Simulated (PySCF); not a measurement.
Correlation energy of Kr⁺ (krypton, charge +1)

[Ar] 3d10 4s1 4p6, 2S determinant (an excited configuration). Computed with PySCF 2.14 in aug-cc-pwCVTZ-PP with ECP10MDF (8s7p6d4f1g, 96 functions), with scalar relativity through the core potential. Frozen: 3s2 3p6 3d10; 7 electrons correlated.

```
  level  correlation energy (mhartree)
   CCSD                        -307.31
    (T)                         -36.48
CCSD(T)                        -343.79
```

Diagnostics: T1 = 0.014, D1 = 0.0297, largest double amplitude 0.222.

Problem. Is a single reference adequate?

Solution. Not fully. A double-excitation amplitude exceeds 0.15, a sign of near-degeneracy.
